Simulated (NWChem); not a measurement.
System: SiHOCl2F; SMILES O[Si](F)(Cl)Cl

```xyz
6

O     -1.3305    -0.1978    -1.3101
Si    -0.3476    -0.0365     0.0023
F     -1.2093     0.0184     1.3760
Cl     0.8630    -1.6762     0.0631
Cl     0.7486     1.7001    -0.0718
H     -1.8256     0.5992    -1.5713
```
Atoms are numbered in this order, from 1.

Level: PBE-D3(BJ)/def2-SVP (NWChem), optimised geometry, unscaled harmonic frequencies. 

```csv
frequency (cm⁻¹),IR intensity (km/mol)
126,55.1
168,8.3
229,35.5
263,13.3
288,24.4
303,30.4
499,41.2
621,190.3
788,260.2
879,137.7
966,115.5
3761,111.9
```

The zero-point energy is 12.7 kcal/mol and the thermal correction to the enthalpy at 298.15 K (with zero-point energy) comes out as 17.4 kcal/mol. The heat capacity Cv comes out as 20.5 cal/(mol K) and the entropy at 298.15 K and 1 atm (symmetry number 1) is 81.9 cal/(mol K). The dipole moment comes out as 1.82 D.

Rigid rotor and harmonic oscillator.
